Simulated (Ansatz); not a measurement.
Compare A (`NC[SiH](O)O`) with its isomer B (`CO[SiH](N)O`).

Program: Ansatz. Geometries: PBE0-D4/def2-TZVP. ΔE: electronic, gas phase. CCSD(T)/CBS is the MP2 limit (def2-TZVPP, def2-QZVPP) plus CCSD(T) − MP2 in def2-TZVPP, frozen cores. Functionals use def2-TZVPP. B3LYP here is the variant with VWN-RPA as its local correlation; programs differ in this. Each species was taken in one conformer, which may not be the lowest.

Question: Which isomer does CCSD(T)/CBS put lower? Give the gap. (Estimate.)

Answer: Computed: B, by 60.0 kJ/mol.

Question: Give E(B) − E(A) in kJ/mol with CCSD(T)/def2-TZVPP, HF/def2-TZVPP, PBE-D4, r2SCAN-D4, PBE0-D4, B3LYP-D4, B3LYP. (Estimate.)

Answer: The calculation gave: CCSD(T)/def2-TZVPP -60.1, HF/def2-TZVPP -81.0, PBE-D4 -50.6, r2SCAN-D4 -61.0, PBE0-D4 -54.6, B3LYP-D4 -64.1, B3LYP -65.1. None reverses the order clearly.

Largest T1 diagnostic: 0.011.

From PBE to PBE0 (25 % exact exchange), in def2-TZVPP and without D4, E(B) − E(A) moves by −3.9 kJ/mol. In def2-TZVPP, CCSD(T) changes the Hartree–Fock value by +20.9 kJ/mol (the triples alone add +2.6 kJ/mol) and MP2 by +21.4 kJ/mol.
